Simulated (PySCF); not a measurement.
Tetramethyldisiloxane, SMILES C[SiH](C)O[SiH](C)C (C₄H₁₄OSi₂) at its GFN2-xTB optimised geometry (Å):

```
21

C     -2.0175     1.0092    -2.1940
Si    -1.1311     1.0510    -0.5133
C      0.5277     1.9665    -0.6636
O     -0.8662    -0.4706     0.0000
Si    -0.3237    -2.0052     0.0000
C     -0.9849    -2.9122    -1.5337
C      1.5769    -2.0052     0.0000
H     -1.3927     0.5683    -2.9665
H     -2.9286     0.4208    -2.1379
H     -2.2906     2.0068    -2.5235
H     -1.9786     1.6171     0.5416
H      1.0780     1.9296     0.2719
H      0.3815     3.0118    -0.9176
H      1.1605     1.5279    -1.4308
H     -0.8740    -2.5545     1.2437
H     -0.5912    -2.4861    -2.4529
H     -0.7166    -3.9640    -1.5191
H     -2.0680    -2.8501    -1.5846
H      1.9654    -1.4230     0.8304
H      1.9786    -1.5760    -0.9143
H      1.9730    -3.0118     0.0909
```

Level of theory: PBE0/def2-SVP run with PySCF.

Map of the electron localisation function on the plane z = 1.0 Å:

```
|0000000000000000000000000000000|
|0000000000000000000000000000000|
|0000000000000000000000000000000|
|0000000000000000000000000000000|
|0000000000000000000000000000000|
|0000000000000000000000000000000|
|0000000001100000000000000000000|
|0000000378730000024420000000000|
|0000002899982000279972000000000|
|0000007999996000499995000000000|
|0000018999998100499996000000000|
|0000018999998100289983000000000|
|0000007999994000036730000000000|
|0000003787410000000000000000000|
|0000000100001220000000000000000|
|0000000000035653000000000000000|
|0000000000356763000378720000000|
|0000000000245542001899971000000|
|0000000000012221004999983000000|
|0000000000001221125999982000000|
|0000000000258873235899951000000|
|0000000003899997333566310000000|
|0000000015999998222232100000000|
|0000000005999997101366410000000|
|0000000002799995000478620000000|
|0000000000378862000278620000000|
|0000000000012310000034200000000|
|0000000000000000000000000000000|
|0000000000000000000000000000000|
|0000000000000000000000000000000|
|0000000000000000000000000000000|
```
Scale: ten equal steps from 0.000 (start of '0') to 1.000 (end of '9'), in the order '0123456789'; x runs from -5.50 to 5.50, y from -5.50 (bottom) to 5.50 (top).
